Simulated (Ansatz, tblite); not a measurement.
Isomers of Ga₃Cl₆⁺ (singlet), found by a short tight-binding search and relaxed with PBE-D4/def2-SVP in Ansatz.

The xTB rows come from tblite.

Other spin states weren't relaxed.

A:

| atom | x (Å) | y (Å) | z (Å) |
| --- | --- | --- | --- |
| Ga1 | -0.0908 | 0.0139 | -0.6010 |
| Ga2 | -0.4896 | -0.3611 | -3.0473 |
| Ga3 | 0.4310 | 0.2984 | 2.7040 |
| Cl4 | -0.6062 | 1.3891 | -4.2313 |
| Cl5 | 0.2283 | -1.6024 | 3.6044 |
| Cl6 | -1.4780 | 0.4872 | 1.1329 |
| Cl7 | 0.8638 | 2.2624 | 3.3464 |
| Cl8 | -0.6492 | -2.4061 | -3.5753 |
| Cl9 | 1.7906 | -0.0815 | 0.6672 |

B:

Cartesian coordinates in Å:
```
Ga -1.238 1.255 -0.381
Ga 0.419 -1.411 -0.679
Ga 1.457 -0.414 1.314
Cl 0.626 -3.151 -1.856
Cl -2.671 2.736 -0.793
Cl 2.806 -0.323 2.931
Cl 0.330 0.637 -1.962
Cl 0.130 1.610 1.444
Cl -1.860 -0.940 -0.016
```

**Question.** Estimate their order by electronic energy at PBE0-D4/def2-TZVP, counted from the lowest.

**Answer.** B (0.0) < A (61.6), in kJ/mol.

**Question.** Do the other levels pick the same lowest one?

**Answer.** All that were run do. Energies above each level's lowest (kJ/mol):

| level | A | B |
| --- | --- | --- |
| GFN1-xTB | 24.4 | 0.0 |
| GFN2-xTB | 41.0 | 0.0 |
| PBE-D4/def2-TZVP | 58.5 | 0.0 |
| r2SCAN-D4/def2-TZVP | 62.2 | 0.0 |
| PBE0-D4/def2-TZVP | 61.6 | 0.0 |
Point groups (tolerance 0.1 Å): A not assigned, B Cs. Lower isomers may exist.
